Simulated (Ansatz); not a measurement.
## Molecular dynamics of AlClH$_{4}$O$_{2}$Si

The input (input.yaml):

```yaml
crystal:
  periodic: [false, false, false]
  atoms:
    - { symbol: Al, position_ang: [-0.168394, -0.217618, 0.14499] }
    - { symbol: Cl, position_ang: [-0.000725, 0.428523, 2.184813] }
    - { symbol: O, position_ang: [1.139752, -0.830896, -0.677135] }
    - { symbol: Si, position_ang: [2.568147, -1.374463, -1.342606] }
    - { symbol: H, position_ang: [2.339204, -1.758636, -2.841057] }
    - { symbol: H, position_ang: [3.694063, -0.33254, -1.206002] }
    - { symbol: H, position_ang: [2.839093, -2.63704, -0.624817] }
    - { symbol: O, position_ang: [-1.693963, -0.062699, -0.458804] }
    - { symbol: H, position_ang: [-2.536517, 0.265917, -0.73624] }
basis:
  gaussian: { orbitals: "6-31G" }
hamiltonian:
  xc: hf
md:
  timestep: 0.5
  n_steps: 100
  ensemble: nvt_nose_hoover
  temperature: 1500.0
  initial_velocities: maxwell_boltzmann
  seed: 164964
  nose_hoover: { tau: 3.0, chain_length: 1 }
```

Launched with:

```bash
$ ansatz run input.yaml --threads 1 --pin off --max-ram 2048MiB --backend cpu --events-out ev --progress --plain --runs-dir out
```

It goes on from the last frame of an earlier run, with new velocities.

Output, in part (one step line in 2, the closing report, with atoms numbered from 0):

```
md step     0: t =     0.00 fs  T =  1500.0 K  F+E_penalty+E_count = -31087.35036266 eV  E_kin = 1.357230 eV  conserved = -31085.99313267 eV  (36 SCF iters)
md step     2: t =     1.00 fs  T =  1404.6 K  F+E_penalty+E_count = -31087.26036719 eV  E_kin = 1.270939 eV  conserved = -31085.99189146 eV  (38 SCF iters)
md step     4: t =     2.00 fs  T =  1304.6 K  F+E_penalty+E_count = -31087.14888868 eV  E_kin = 1.180424 eV  conserved = -31085.99045753 eV  (38 SCF iters)
md step     6: t =     3.00 fs  T =  1294.0 K  F+E_penalty+E_count = -31087.08860517 eV  E_kin = 1.170841 eV  conserved = -31085.99093541 eV  (37 SCF iters)
md step     8: t =     4.00 fs  T =  1363.4 K  F+E_penalty+E_count = -31087.06394440 eV  E_kin = 1.233663 eV  conserved = -31085.99138346 eV  (37 SCF iters)
md step    10: t =     5.00 fs  T =  1481.8 K  F+E_penalty+E_count = -31087.05143700 eV  E_kin = 1.340751 eV  conserved = -31085.99118818 eV  (37 SCF iters)
md step    12: t =     6.00 fs  T =  1633.4 K  F+E_penalty+E_count = -31087.05521131 eV  E_kin = 1.477977 eV  conserved = -31085.99161641 eV  (38 SCF iters)
md step    14: t =     7.00 fs  T =  1748.2 K  F+E_penalty+E_count = -31087.04394493 eV  E_kin = 1.581837 eV  conserved = -31085.99265770 eV  (37 SCF iters)
md step    16: t =     8.00 fs  T =  1717.5 K  F+E_penalty+E_count = -31086.95131026 eV  E_kin = 1.554042 eV  conserved = -31085.99272068 eV  (37 SCF iters)
md step    18: t =     9.00 fs  T =  1542.2 K  F+E_penalty+E_count = -31086.77412378 eV  E_kin = 1.395406 eV  conserved = -31085.99052132 eV  (38 SCF iters)
md step    20: t =    10.00 fs  T =  1396.6 K  F+E_penalty+E_count = -31086.63517101 eV  E_kin = 1.263717 eV  conserved = -31085.98865161 eV  (38 SCF iters)
md step    22: t =    11.00 fs  T =  1416.6 K  F+E_penalty+E_count = -31086.63316557 eV  E_kin = 1.281725 eV  conserved = -31085.99014641 eV  (38 SCF iters)
md step    24: t =    12.00 fs  T =  1520.8 K  F+E_penalty+E_count = -31086.69178931 eV  E_kin = 1.376051 eV  conserved = -31085.99195100 eV  (37 SCF iters)
md step    26: t =    13.00 fs  T =  1573.3 K  F+E_penalty+E_count = -31086.70274338 eV  E_kin = 1.423534 eV  conserved = -31085.99181148 eV  (37 SCF iters)
md step    28: t =    14.00 fs  T =  1550.0 K  F+E_penalty+E_count = -31086.65797122 eV  E_kin = 1.402479 eV  conserved = -31085.99097691 eV  (38 SCF iters)
md step    30: t =    15.00 fs  T =  1498.0 K  F+E_penalty+E_count = -31086.59793837 eV  E_kin = 1.355389 eV  conserved = -31085.99060036 eV  (38 SCF iters)
md step    32: t =    16.00 fs  T =  1450.9 K  F+E_penalty+E_count = -31086.54300811 eV  E_kin = 1.312835 eV  conserved = -31085.99062312 eV  (38 SCF iters)
md step    34: t =    17.00 fs  T =  1423.7 K  F+E_penalty+E_count = -31086.49650065 eV  E_kin = 1.288186 eV  conserved = -31085.98996473 eV  (37 SCF iters)
md step    36: t =    18.00 fs  T =  1468.4 K  F+E_penalty+E_count = -31086.50103217 eV  E_kin = 1.328641 eV  conserved = -31085.98881812 eV  (38 SCF iters)
md step    38: t =    19.00 fs  T =  1638.4 K  F+E_penalty+E_count = -31086.61456950 eV  E_kin = 1.482454 eV  conserved = -31085.98976982 eV  (38 SCF iters)
md step    40: t =    20.00 fs  T =  1836.7 K  F+E_penalty+E_count = -31086.78307840 eV  E_kin = 1.661891 eV  conserved = -31085.99169289 eV  (38 SCF iters)
md step    42: t =    21.00 fs  T =  1885.8 K  F+E_penalty+E_count = -31086.89509508 eV  E_kin = 1.706276 eV  conserved = -31085.99229674 eV  (38 SCF iters)
md step    44: t =    22.00 fs  T =  1738.7 K  F+E_penalty+E_count = -31086.91604803 eV  E_kin = 1.573196 eV  conserved = -31085.99204082 eV  (38 SCF iters)
md step    46: t =    23.00 fs  T =  1492.4 K  F+E_penalty+E_count = -31086.87934512 eV  E_kin = 1.350324 eV  conserved = -31085.99147951 eV  (38 SCF iters)
md step    48: t =    24.00 fs  T =  1270.4 K  F+E_penalty+E_count = -31086.83656524 eV  E_kin = 1.149510 eV  conserved = -31085.99108429 eV  (38 SCF iters)
md step    50: t =    25.00 fs  T =  1140.4 K  F+E_penalty+E_count = -31086.82132678 eV  E_kin = 1.031886 eV  conserved = -31085.99094871 eV  (38 SCF iters)
md step    52: t =    26.00 fs  T =  1122.7 K  F+E_penalty+E_count = -31086.84832417 eV  E_kin = 1.015884 eV  conserved = -31085.99080754 eV  (61 SCF iters)
md step    54: t =    27.00 fs  T =  1214.3 K  F+E_penalty+E_count = -31086.91919450 eV  E_kin = 1.098688 eV  conserved = -31085.99187935 eV  (38 SCF iters)
md step    56: t =    28.00 fs  T =  1337.8 K  F+E_penalty+E_count = -31086.96960469 eV  E_kin = 1.210491 eV  conserved = -31085.99315335 eV  (38 SCF iters)
md step    58: t =    29.00 fs  T =  1396.4 K  F+E_penalty+E_count = -31086.92371882 eV  E_kin = 1.263517 eV  conserved = -31085.99241119 eV  (38 SCF iters)
md step    60: t =    30.00 fs  T =  1403.8 K  F+E_penalty+E_count = -31086.80823112 eV  E_kin = 1.270210 eV  conserved = -31085.99080314 eV  (38 SCF iters)
md step    62: t =    31.00 fs  T =  1446.9 K  F+E_penalty+E_count = -31086.70647317 eV  E_kin = 1.309205 eV  conserved = -31085.99003378 eV  (38 SCF iters)
md step    64: t =    32.00 fs  T =  1568.9 K  F+E_penalty+E_count = -31086.65991244 eV  E_kin = 1.419575 eV  conserved = -31085.99036137 eV  (38 SCF iters)
md step    66: t =    33.00 fs  T =  1726.9 K  F+E_penalty+E_count = -31086.64667114 eV  E_kin = 1.562509 eV  conserved = -31085.99037221 eV  (38 SCF iters)
md step    68: t =    34.00 fs  T =  1868.1 K  F+E_penalty+E_count = -31086.65756746 eV  E_kin = 1.690281 eV  conserved = -31085.98947664 eV  (38 SCF iters)
md step    70: t =    35.00 fs  T =  1967.8 K  F+E_penalty+E_count = -31086.71955284 eV  E_kin = 1.780530 eV  conserved = -31085.99083828 eV  (38 SCF iters)
md step    72: t =    36.00 fs  T =  1911.2 K  F+E_penalty+E_count = -31086.75865466 eV  E_kin = 1.729320 eV  conserved = -31085.99289487 eV  (39 SCF iters)
md step    74: t =    37.00 fs  T =  1637.4 K  F+E_penalty+E_count = -31086.68389051 eV  E_kin = 1.481525 eV  conserved = -31085.99251698 eV  (39 SCF iters)
md step    76: t =    38.00 fs  T =  1298.8 K  F+E_penalty+E_count = -31086.54481744 eV  E_kin = 1.175144 eV  conserved = -31085.99102991 eV  (38 SCF iters)
md step    78: t =    39.00 fs  T =  1073.7 K  F+E_penalty+E_count = -31086.44659822 eV  E_kin = 0.971527 eV  conserved = -31085.99036673 eV  (38 SCF iters)
md step    80: t =    40.00 fs  T =  1013.6 K  F+E_penalty+E_count = -31086.42895291 eV  E_kin = 0.917141 eV  conserved = -31085.99117544 eV  (38 SCF iters)
md step    82: t =    41.00 fs  T =  1068.0 K  F+E_penalty+E_count = -31086.44784843 eV  E_kin = 0.966320 eV  conserved = -31085.99159486 eV  (39 SCF iters)
md step    84: t =    42.00 fs  T =  1206.4 K  F+E_penalty+E_count = -31086.47448412 eV  E_kin = 1.091605 eV  conserved = -31085.99115612 eV  (62 SCF iters)
md step    86: t =    43.00 fs  T =  1424.3 K  F+E_penalty+E_count = -31086.50871548 eV  E_kin = 1.288740 eV  conserved = -31085.99231273 eV  (38 SCF iters)
md step    88: t =    44.00 fs  T =  1615.3 K  F+E_penalty+E_count = -31086.47513866 eV  E_kin = 1.461512 eV  conserved = -31085.99236741 eV  (37 SCF iters)
md step    90: t =    45.00 fs  T =  1696.4 K  F+E_penalty+E_count = -31086.34484983 eV  E_kin = 1.534942 eV  conserved = -31085.99031807 eV  (38 SCF iters)
md step    92: t =    46.00 fs  T =  1733.1 K  F+E_penalty+E_count = -31086.21269790 eV  E_kin = 1.568103 eV  conserved = -31085.98878218 eV  (39 SCF iters)
md step    94: t =    47.00 fs  T =  1806.0 K  F+E_penalty+E_count = -31086.16661660 eV  E_kin = 1.634139 eV  conserved = -31085.98899486 eV  (38 SCF iters)
md step    96: t =    48.00 fs  T =  1883.2 K  F+E_penalty+E_count = -31086.19644938 eV  E_kin = 1.703933 eV  conserved = -31085.99016518 eV  (39 SCF iters)
md step    98: t =    49.00 fs  T =  1874.6 K  F+E_penalty+E_count = -31086.24105210 eV  E_kin = 1.696138 eV  conserved = -31085.98984301 eV  (38 SCF iters)
md step   100: t =    50.00 fs  T =  1804.4 K  F+E_penalty+E_count = -31086.31942309 eV  E_kin = 1.632623 eV  conserved = -31085.98921732 eV  (62 SCF iters)
Total energy: -31086.31942309 eV, -1142.4011677344 hartree
Atom 0 at     0.044206    -0.381466     0.322552 Å, force     0.311934     1.409079     0.328093 eV/Å
Atom 1 at    -0.353472     0.612497     2.405293 Å, force     0.502566    -1.011261    -1.473266 eV/Å
Atom 2 at     1.537660    -1.032432    -0.276658 Å, force    -1.235617     0.809670     0.484997 eV/Å
Atom 3 at     2.331366    -1.380939    -1.734902 Å, force     0.265382     0.004691    -1.492374 eV/Å
Atom 4 at     1.247275    -2.298306    -2.438271 Å, force     1.417443     0.384634     0.431278 eV/Å
Atom 5 at     2.493972    -0.155070    -2.724987 Å, force    -0.253160    -0.866744     1.109716 eV/Å
Atom 6 at     3.808636    -1.881485    -1.536294 Å, force    -1.539708     0.061387    -0.021412 eV/Å
Atom 7 at    -1.211766     0.037453    -0.800621 Å, force     2.687700     0.120172     2.153710 eV/Å
Atom 8 at    -1.870971    -0.422147    -1.216277 Å, force    -2.156538    -0.911629    -1.520740 eV/Å
Dipole moment:     0.029385    -0.752607    -0.656255 e Å
```

The run went to its last step. The conserved energy stayed within 0.5 meV per atom of its start (net change 0.44 meV per atom), so the integration is sound. A run of 0.05 ps of so small a system gives no equilibrium averages. Limits of this set-up: no polarisation functions.

The same pairs are bonded in the first frame and the last. Pairs count as bonded within 1.25 times the sum of covalent radii (0.12 Å more for H–H).

Last frame:

```xyz
9
Properties=species:S:1:pos:R:3
Al 0.044 -0.382 0.323
Cl -0.353 0.613 2.405
O 1.538 -1.032 -0.277
Si 2.331 -1.381 -1.735
H 1.247 -2.298 -2.438
H 2.494 -0.155 -2.725
H 3.809 -1.881 -1.536
O -1.212 0.037 -0.801
H -1.871 -0.422 -1.216
```

The run took 2.8 min on 1 thread of Arm Neoverse V1, on a shared host, peak memory 0.12 GiB.
